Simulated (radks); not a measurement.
Problem. The table gives one normalised radial function P(r) = r R(r) of Mo8+ in [Ar] 3d10 4s2 4p4 (r in bohr). Method: scalar-relativistic Kohn-Sham, BLYP, spin-polarised, spherical densities, finite nucleus; open shells are filled with parallel spins first (spin-orbit coupling, left out, can overturn this in heavy ions); Fermi nuclear charge, rms radius 4.4091 fm; computed with a radial shooting solver on a logarithmic mesh with Libxc functionals.

| r | P |
|---|---|
| 0.003309 | 0.1054 |
| 0.003761 | 0.1166 |
| 0.004274 | 0.1286 |
| 0.004819 | 0.1406 |
| 0.005477 | 0.1541 |
| 0.006225 | 0.1681 |
| 0.007075 | 0.1823 |
| 0.008042 | 0.1966 |
| 0.00914 | 0.2105 |
| 0.01039 | 0.2235 |
| 0.01171 | 0.2342 |
| 0.01331 | 0.2433 |
| 0.01513 | 0.2491 |
| 0.0172 | 0.2505 |
| 0.01954 | 0.2462 |
| 0.02221 | 0.2348 |
| 0.02525 | 0.2149 |
| 0.02846 | 0.1875 |
| 0.03235 | 0.1478 |
| 0.03677 | 0.0969 |
| 0.04179 | 0.0347 |
| 0.0475 | -0.0374 |
| 0.05398 | -0.1169 |
| 0.06135 | -0.1996 |
| 0.06917 | -0.2747 |
| 0.07862 | -0.3449 |
| 0.08936 | -0.3957 |
| 0.1016 | -0.4174 |
| 0.1154 | -0.4008 |
| 0.1312 | -0.3391 |
| 0.1491 | -0.2299 |
| 0.1681 | -0.0883 |
| 0.1911 | 0.0932 |
| 0.2172 | 0.2861 |
| 0.2468 | 0.4632 |
| 0.2805 | 0.5934 |
| 0.3188 | 0.6469 |
| 0.3624 | 0.6022 |
| 0.4086 | 0.4639 |
| 0.4643 | 0.2226 |
| 0.5278 | -0.0889 |
| 0.5998 | -0.4284 |
| 0.6817 | -0.7461 |
| 0.7748 | -0.9941 |
| 0.8806 | -1.1363 |
| 0.9929 | -1.1580 |
| 1.128 | -1.0684 |
| 1.283 | -0.8920 |
| 1.458 | -0.6731 |
| 1.657 | -0.4569 |
| 1.883 | -0.2771 |
| 2.14 | -0.1488 |
| 2.413 | -0.0735 |
| 2.743 | -0.0298 |
| 3.117 | -0.0101 |
| 3.543 | -0.0028 |

Which n and l does it have? It may be an empty orbital.

Solution. n = 4, l = 0: the number of nodes gives n - l - 1 = 3, the rise at small r (about r^(l+1), flatter next to the nucleus through relativity) gives l, and the extent must fit the shell. The curve is that of 4s up; the table hardly tells the two spins apart. 4s up: eigenvalue -185.77 eV, 3 radial nodes at r = 0.0445, 0.179, 0.510 bohr, <r> = 1.03 bohr, 90 % of the charge inside 1.48 bohr.
